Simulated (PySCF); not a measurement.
UHF on V- (vanadium, charge -1), [Ar] 3d4 4s2, high-spin 5D determinant. Computed with PySCF 2.14 in def2-TZVPPD, with no relativity, point nucleus.

```
cycle= 1 E= -942.83966281297  delta_E= -0.00399  |g|= 0.0221  |ddm|= 0.039
cycle= 2 E= -942.839804830414  delta_E= -0.000142  |g|= 0.00482  |ddm|= 0.0123
cycle= 3 E= -942.839818207052  delta_E= -1.34e-05  |g|= 0.00107  |ddm|= 0.00822
cycle= 4 E= -942.839819591837  delta_E= -1.38e-06  |g|= 0.000541  |ddm|= 0.00255
cycle= 5 E= -942.839820391488  delta_E= -8e-07  |g|= 0.000211  |ddm|= 0.00303
cycle= 6 E= -942.839820579011  delta_E= -1.88e-07  |g|= 3.64e-05  |ddm|= 0.00236
cycle= 7 E= -942.839820581898  delta_E= -2.89e-09  |g|= 1.19e-05  |ddm|= 0.000267
cycle= 8 E= -942.839820582456  delta_E= -5.58e-10  |g|= 2.55e-06  |ddm|= 0.000115
converged SCF energy = -942.839820582456  <S^2> = 6.0312935  2S+1 = 5.0125018
```

Highest occupied orbital energy: 0.593 eV; ⟨L²⟩ = 6.03; populations by l: s 8.00, p 12.00, d 4.00, f 0.00.

(1) Can this result be used?

Results:

(1) With care. Self-consistency was reached. At UHF the highest occupied level has a positive energy, so only the finite basis holds that electron.
